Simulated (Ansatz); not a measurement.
Input file for Ansatz (an electronic-structure program): U-BLYP/def2-TZVPPD on O2 (SMILES O=O). The basis file is the Basis Set Exchange's JSON of that set.

Ansatz 0.2 input:
```yaml
crystal:
  periodic: [false, false, false]
  atoms:
    - {symbol: O, position_ang: [0.00000000, -0.00000000, 0.60215214]}
    - {symbol: O, position_ang: [-0.00000000, 0.00000000, -0.60215214]}
basis:
  gaussian:
    orbitals: def2-TZVPPD.json
hamiltonian:
  xc: {name: BLYP}
magnetization: {spin_polarized: true, initial_magnetization: 2}
```

Q: Predict the final total energy.

A: -150.3877 hartree.
